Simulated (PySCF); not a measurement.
Two-component Hartree-Fock for Mo (molybdenum, neutral)

Start: [Kr] 4d4 5s2; 4d5/2 filled at m_j = -1/2, +1/2, +3/2, +5/2. Calculated with PySCF 2.14 in x2c-TZVPall-2c: generalised Hartree-Fock with the X2C-1e Hamiltonian and a Gaussian nucleus; one run each with spin-orbit coupling (SO) switched off, then screened by Boettger's factors. This is a chosen level, not necessarily the ground level.

```json
{"spinor shell": "1s1/2", "electrons": "2", "ε, spin-free (eV)": "-20110.7", "ε, screened SO (eV)": "-20109.7", "weight of nominal j (screened SO)": "1.000", "rms radius, screened SO (bohr)": "0.0404"}
{"spinor shell": "2s1/2", "electrons": "2", "ε, spin-free (eV)": "-2918.8", "ε, screened SO (eV)": "-2918.5", "weight of nominal j (screened SO)": "1.000", "rms radius, screened SO (bohr)": "0.166"}
{"spinor shell": "2p1/2", "electrons": "2", "ε, spin-free (eV)": "-2603.1", "ε, screened SO (eV)": "-2676.7", "weight of nominal j (screened SO)": "1.000", "rms radius, screened SO (bohr)": "0.145"}
{"spinor shell": "2p3/2", "electrons": "4", "ε, spin-free (eV)": "-2603.1", "ε, screened SO (eV)": "-2568.7", "weight of nominal j (screened SO)": "1.000", "rms radius, screened SO (bohr)": "0.149"}
{"spinor shell": "3s1/2", "electrons": "2", "ε, spin-free (eV)": "-532.09", "ε, screened SO (eV)": "-532.05", "weight of nominal j (screened SO)": "1.000", "rms radius, screened SO (bohr)": "0.456"}
{"spinor shell": "3p1/2", "electrons": "2", "ε, spin-free (eV)": "-425.76", "ε, screened SO (eV)": "-438.39", "weight of nominal j (screened SO)": "1.000", "rms radius, screened SO (bohr)": "0.455"}
{"spinor shell": "3p3/2", "electrons": "4", "ε, spin-free (eV)": "-425.76", "ε, screened SO (eV)": "-419.86", "weight of nominal j (screened SO)": "1.000", "rms radius, screened SO (bohr)": "0.465"}
{"spinor shell": "3d3/2", "electrons": "4", "ε, spin-free (eV)": "-252.85", "ε, screened SO (eV)": "-254.92", "weight of nominal j (screened SO)": "0.977", "rms radius, screened SO (bohr)": "0.452"}
{"spinor shell": "3d5/2", "electrons": "6", "ε, spin-free (eV)": "-252.85", "ε, screened SO (eV)": "-251.46", "weight of nominal j (screened SO)": "0.985", "rms radius, screened SO (bohr)": "0.455"}
{"spinor shell": "4s1/2", "electrons": "2", "ε, spin-free (eV)": "-82.615", "ε, screened SO (eV)": "-82.622", "weight of nominal j (screened SO)": "1.000", "rms radius, screened SO (bohr)": "1.18"}
{"spinor shell": "4p1/2", "electrons": "2", "ε, spin-free (eV)": "-51.025", "ε, screened SO (eV)": "-54.710", "weight of nominal j (screened SO)": "0.689", "rms radius, screened SO (bohr)": "1.32"}
{"spinor shell": "4p3/2", "electrons": "4", "ε, spin-free (eV)": "-51.025", "ε, screened SO (eV)": "-49.263", "weight of nominal j (screened SO)": "0.844", "rms radius, screened SO (bohr)": "1.33"}
{"spinor shell": "4d5/2", "electrons": "4", "ε, spin-free (eV)": "-12.197", "ε, screened SO (eV)": "-12.179", "weight of nominal j (screened SO)": "0.673", "rms radius, screened SO (bohr)": "1.95"}
{"spinor shell": "5s1/2", "electrons": "2", "ε, spin-free (eV)": "-6.421", "ε, screened SO (eV)": "-6.424", "weight of nominal j (screened SO)": "0.993", "rms radius, screened SO (bohr)": "3.95"}
```

```json
{"quantity": "E (hartree)", "spin-free": "-4045.87107", "screened SO": "-4046.34379"}
{"quantity": "M_J", "spin-free": "4", "screened SO": "4"}
{"quantity": "⟨J²⟩", "spin-free": "20.119", "screened SO": "20.118"}
{"quantity": "⟨L²⟩", "spin-free": "6.089", "screened SO": "6.125"}
{"quantity": "⟨S²⟩", "spin-free": "6.030", "screened SO": "6.020"}
```

Each row is a mean over spinors that exchange with the open shell spreads, by up to 8.207 eV (4p3/2).

Rows whose weight is well below 1 are mixtures of j = l ± 1/2: exchange outweighs spin-orbit coupling there, and the label is only the starting occupation.

⟨J²⟩ departs a little from M_J(M_J + 1) because the unrestricted spinors polarise the closed shells.

Breit and QED terms are absent; they matter most for the inner s and p1/2 levels.

Densities and radii are taken from the X2C orbitals without a picture-change correction, which distorts them close to the nucleus.

Without spin-orbit coupling the j labels of p, d and f shells carry no meaning; the spin-free column gives the mean over the occupied spinors of each nl shell.
